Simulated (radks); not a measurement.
Values are calculated unless marked as measured or tabulated.
Q: These are the eigenvalues of the occupied orbitals of an atom or ion with whole-number occupations (eV). Code: a radial shooting solver on a logarithmic mesh with Libxc functionals. Model: scalar-relativistic Kohn-Sham, SCAN, spin-polarised, spherical densities, finite nucleus; meta-GGA in the generalised Kohn-Sham scheme; Fermi nuclear charge, rms radius of each element as measured or else 0.836 A^(1/3) + 0.57 fm.

orbital  eigenvalue
1s        -40376.16
2s        -6522.541
2p        -5842.182
3s        -1449.142
3p        -1231.071
3d        -921.9823
4s        -331.6402
4p        -259.7308
4d        -155.9737
5s         -79.9898
5p         -60.6315

Which element is it, and in what charge state? The configuration may be excited. Open shells, if any, are filled with parallel spins first.

A: Z = 58, cerium, charge +4: Ce4+ in [Xe]. The list shows which subshells hold electrons but not how many an open one holds; the 1s level, -1483.8 hartree, gives Z - s = 54.5 by -(Z - s)^2/2, which with screening and relativity narrows Z to a few neighbours, and the depths of the outer levels then fix element, charge and occupations together.
